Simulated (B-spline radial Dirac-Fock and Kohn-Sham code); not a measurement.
Level of theory: Dirac-Fock (average of configuration) total-energy differences with a finite nucleus, the Breit interaction including its frequency dependence, and self-energy and vacuum-polarisation corrections; a radial B-spline solver. Free neutral atoms.

Q: Order these X-ray lines by photon energy, lowest first.
A. Cu Kβ3
B. Hf Lγ3
C. Ho Lβ4
D. Ho Lβ2
E. V Kβ3
F. Pr Lβ1

A: E (5425.1 eV), F (5489.9 eV), C (7475.4 eV), D (7902.4 eV), A (8900.3 eV), B (10891.8 eV).

Values without a named source are computed, but for edge energies of neutral atoms, which are taken from tables.
